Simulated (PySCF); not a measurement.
## Predicted spectroscopic data

All values are calculated (PySCF 2.14.0 with density-fitted response routines): shieldings: GIAO PBE0/pcSseg-1, coordinates at the GFN2-xTB level. Non-relativistic, in vacuum, one averaged value for each set of equivalent atoms, a single conformation.

Shifts are taken against calculated references (same method and geometry level): 1H (σ = 31.72 ppm) and 13C (σ = 186.93 ppm) against TMS. Splittings of carbon signals by F and P are missing where no couplings were computed. Where no couplings were computed, multiplicities follow the n + 1 count of equivalent neighbours, and m marks all less simple cases (inequivalent or close neighbours, rings, F or P nearby). Shifts are as computed. Against solution values, carbons near 30 ppm lie about +3 ppm off and those near 130 ppm about +5 ppm. Of 1211 compounds with measured shifts, 218 miss one by over three times the rms of a fit or turn the order of signals round; such compounds aren't used in these exercises. OH and NH positions are gas-phase values without hydrogen bonding to other molecules.

Compound 1 (C₇H₉O₃P). 1H NMR (400 MHz, computed): δ 8.12 (m, 1H), 7.73 (m, 1H), 7.57 (m, 1H), 7.54 (m, 1H), 3.42 (br s, 2H), 2.87 (s, 3H). 13C{1H} NMR (computed): δ 146.8 (C), 138.5 (CH), 136.9 (CH), 134.8 (CH), 134.4 (C), 130.0 (CH), 24.5 (CH3). Structure: SMILES O=P(C1=CC=CC=C1C)(O)O.

Compound 2 (C₉H₈O₂). 1H NMR (400 MHz, computed): δ 8.18 (d, 1H), 7.45 (m, 1H), 7.42 (m, 1H), 7.41 (m, 1H), 7.37 (m, 1H), 2.79 (s, 3H). 13C{1H} NMR (computed): δ 207.0 (C), 188.7 (C), 154.2 (CH), 153.8 (C), 145.1 (CH), 143.0 (CH), 141.2 (CH), 139.4 (CH), 29.3 (CH3). Structure: `CC(=O)c1cccccc1=O`.
